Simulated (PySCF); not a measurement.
## Electronic structure of Sb¹¹⁺ (antimony, charge +11) at the UHF level

Configuration: [Kr] 4d4, high-spin 5D determinant. Calculation: PySCF 2.14, in an even-tempered Gaussian basis (21 s from 0.39 bohr⁻², ratio 2.5; 15 p from 0.51 bohr⁻², ratio 2.5; 10 d from 0.51 bohr⁻², ratio 2.5; 4 f from 2.6 bohr⁻², ratio 2.7; 4 g from 3.8 bohr⁻², ratio 2.7); the spin-free X2C one-electron Hamiltonian (Gaussian nucleus).

| Item | Value |
| --- | --- |
| Total energy | -6438.935754 hartree |
| One-electron energy | -8519.8186 hartree |
| Hartree (Coulomb) energy | 2243.2323 hartree |
| Exchange energy | -162.3495 hartree |
| ⟨S²⟩ | 6.0015 |
| ⟨L²⟩ | 6.018 |
| Sum of ⟨r⟩ | 16.39 bohr |
| Sum of ⟨r²⟩ | 11.30 bohr² |
| Traceless quadrupole moment −½Σ⟨3z² − r²⟩ along its main axis | -0.226 e·bohr² |

| shell | electrons | mean orbital energy (eV) | spread (eV) | rms radius, mean of both spins (bohr) |
| --- | --- | --- | --- | --- |
| 1s α | 1 | -30867.2 | 0 | 0.0325 |
| 1s β | 1 | -30867.2 | 0 | 0.0325 |
| 2s α | 1 | -4984.1 | 0 | 0.133 |
| 2s β | 1 | -4981.0 | 0 | 0.133 |
| 2p α | 3 | -4493.3 | 0.152 | 0.118 |
| 2p β | 3 | -4490.3 | 0.753 | 0.118 |
| 3s α | 1 | -1192.9 | 0 | 0.351 |
| 3s β | 1 | -1191.5 | 0 | 0.351 |
| 3p α | 3 | -1028.8 | 0.843 | 0.351 |
| 3p β | 3 | -1027.1 | 1.345 | 0.351 |
| 3d α | 5 | -778.60 | 2.597 | 0.330 |
| 3d β | 5 | -774.85 | 1.571 | 0.330 |
| 4s α | 1 | -380.95 | 0 | 0.804 |
| 4s β | 1 | -368.95 | 0 | 0.804 |
| 4p α | 3 | -324.91 | 1.969 | 0.851 |
| 4p β | 3 | -310.36 | 2.673 | 0.851 |
| 4d α | 4 | -240.88 | 2.275 | 0.932 |

Densities and radii are taken from the X2C orbitals without a picture-change correction, which distorts them close to the nucleus.

Spin-orbit constants ζ (cm⁻¹) from the X2C one-electron operator on these orbitals: bare nucleus, nucleus screened by l(l+1)(2l+1)/3 electrons, and screened by the Breit-Pauli mean field of the electrons.

| shell | bare | screened nucleus | mean field |
| --- | --- | --- | --- |
| 2p | 1344000 | 1291000 | 1268000 |
| 3p | 253000 | 243100 | 238200 |
| 3d | 38430 | 30900 | 29730 |
| 4p | 51550 | 49530 | 48460 |
| 4d | 6698 | 5385 | 5122 |

To first order the Landé constant is A = 1280 cm⁻¹, so the lowest level has J = 0 and lies 0.953 eV below the centre of the term. This holds in LS coupling only.
